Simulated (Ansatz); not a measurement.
Harmonic frequencies (cm⁻¹) at PBE0-D4/def2-TZVP from Ansatz: 80, 87, 161, 202, 377, 409, 462, 486, 550, 616, 635, 676, 694, 751, 807, 880, 900, 924, 946, 1007, 1058, 1126, 1219, 1245, 1299, 1447, 1493, 1943, 1957, 2102, 2126, 3035, 3072, 3088, 3113, 3156.

(1) Which molecule is it?
A. `[GaH2][CH]1C[CH2][GeH2]1`
B. `ClC1CCO1`
C. `C=C=CN=C`
D. `[GaH2][C]1([GeH3])CC1`

Answers

(1) A.
